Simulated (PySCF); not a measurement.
Isomers of C6H9N3S, one GFN2-xTB conformer each. Single-point energies are computed at PBE0/pcSseg-1 (PySCF, gas phase, no added dispersion term), electronic only.

Question: Rank them by PBE0/pcSseg-1 energy, lowest first (kJ/mol).
A. `[CH3:1][S:2][c:3]1[n:4][c:5]([CH3:6])[n:7][n:8][c:9]1[CH3:10]` with C1–S2–C3–N4 0°
B. `[CH3:1][CH2:2][c:3]1[cH:4][c:5]([S:6][CH3:7])[n:8][n:9][n:10]1` with C1–C2–C3–C4 -85°, C4–C5–S6–C7 -179°
C. `[CH2:1]=[CH:2][CH2:3][n:4]1[n:5][n:6][cH:7][c:8]1[S:9][CH3:10]` with C1–C2–C3–N4 -118°, C2–C3–N4–N5 -101°, C7–C8–S9–C10 -3°
D. `[CH2:1]=[CH:2][n:3]1[n:4][c:5]([CH3:6])[c:7]([S:8][CH3:9])[n:10]1` with C1–C2–N3–N4 180°, C5–C7–S8–C9 180°
E. `[CH2:1]=[CH:2][CH2:3][n:4]1[n:5][cH:6][c:7]([S:8][CH3:9])[n:10]1` with C1–C2–C3–N4 -127°, C2–C3–N4–N5 -78°, C6–C7–S8–C9 179°

Answer: A (0.0), D (54.9), E (90.7), B (102.2), C (117.6).

As drawn, the highest has a C=C bond outside aromatic rings, which the lowest lacks. GFN2-xTB itself gives, in the same order: 0.0, 41.9, 85.4, 89.8, 101.3. Both levels put the same isomer lowest; measured from each level's own lowest isomer, the values differ by up to 16.3 kJ/mol (C=CCn1nncc1SC: 101.3 against 117.6).

Question: Which frontier levels, dipoles and rotational constants go with these structures?

Answer: 
```tsv
SMILES	HOMO (eV, PBE0/pcSseg-1)	LUMO (eV)	dipole (D)	A, B, C (MHz)
CSc1nc(C)nnc1C	-6.60	-1.61	3.44	1614, 1054, 645.3
C=Cn1nc(C)c(SC)n1	-6.15	-0.95	0.83	1659, 924.5, 598.1
C=CCn1ncc(SC)n1	-6.21	-0.26	1.92	2381, 631.3, 533.6
CCc1cc(SC)nnn1	-6.92	-1.67	3.66	2718, 658.6, 557.9
C=CCn1nncc1SC	-6.47	-0.25	4.56	1380, 1149, 672.8
```

Question: As an exercise, what shares would exp(−E/RT) give at 2000 K from these electronic energies alone (no entropy, no degeneracies)?

Answer: RT = 16.629 kJ/mol: CSc1nc(C)nnc1C 95.8 %, C=Cn1nc(C)c(SC)n1 3.5 %, C=CCn1ncc(SC)n1 0.4 %, CCc1cc(SC)nnn1 0.2 %, C=CCn1nncc1SC 0.1 %.
